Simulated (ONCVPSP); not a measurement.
## Which change was made? (Sb, ONCV)

antimony (Sb), optimised norm-conserving Vanderbilt (ONCV), made with ONCVPSP 4.0.1 (PBE, fully relativistic). Core [Kr], reference 4d10 5s1.5 5p3.5. Waves: 5s: rc 1.70 bohr, ncon 5, nbas 9, qcut 3.6 1/bohr, 3 projectors, debl 0.7 Ha; 5p: rc 2.20 bohr, ncon 3, nbas 7, qcut 3.5 1/bohr, 2 projectors, debl 3.4 Ha; 4d: rc 1.05 bohr, ncon 5, nbas 9, qcut 10.7 1/bohr, 2 projectors, debl 3.1 Ha. Local part: polynomial inside 1.05 bohr (lpopt 3, dvloc0 2 Ha). Core correction: Teter function fitted to the true core (icmod 2), fcfact 0.55.

Open shells are filled in proportion to 2j + 1.

Cutoffs, loose and tight: the cutoffs (Ha) at which the residual kinetic energy of the hardest occupied pseudo-wave falls to 1 and 0.1 mHa per electron. They do not see the model core or the augmentation charge, which bear on the density cutoff. Test errors are all-electron minus pseudo excitation energies from the reference, over the configurations 4d10 5s2 5p3; 4d10 5s2 5p2; 4d10 5s2 5p1; 4d10 5s1 5p4; variants that change the core or the reference have their own tests.

The base gives: outcome: generated; cutoff, loose: 62 Ha; cutoff, tight: 78 Ha; bound ghosts: s, d5/2; GHOST(+) flags above zero: s, p3/2, p1/2; largest test error (meV): +1.3.

Task: After one change the result is: outcome: failed: ERROR pspot: first pseudo wave function has node, program will stop. Which change was it?
A. s: qcut 5
B. all radii but the core radius scaled by about 1.20 (s 2.04, p 2.62, d 1.26 bohr); local potential polynomial inside 1.26 bohr (lpopt 3, dvloc0 2 Ha)
C. local potential polynomial inside 1.05 bohr (lpopt 3, dvloc0 5.5 Ha)

Result: A. The others give: local potential polynomial inside 1.05 bohr (lpopt 3, dvloc0 5.5 Ha) → outcome: generated; cutoff, loose: 62 Ha; cutoff, tight: 78 Ha; bound ghosts: s; GHOST(+) flags above zero: s, p3/2, p1/2; largest test error (meV): +1.1 | all radii but the core radius scaled by about 1.20 (s 2.04, p 2.62, d 1.26 bohr); local potential polynomial inside 1.26 bohr (lpopt 3, dvloc0 2 Ha) → outcome: generated; cutoff, loose: 46 Ha; cutoff, tight: 53 Ha; bound ghosts: s; GHOST(+) flags above zero: s, p3/2, p1/2; largest test error (meV): -10.
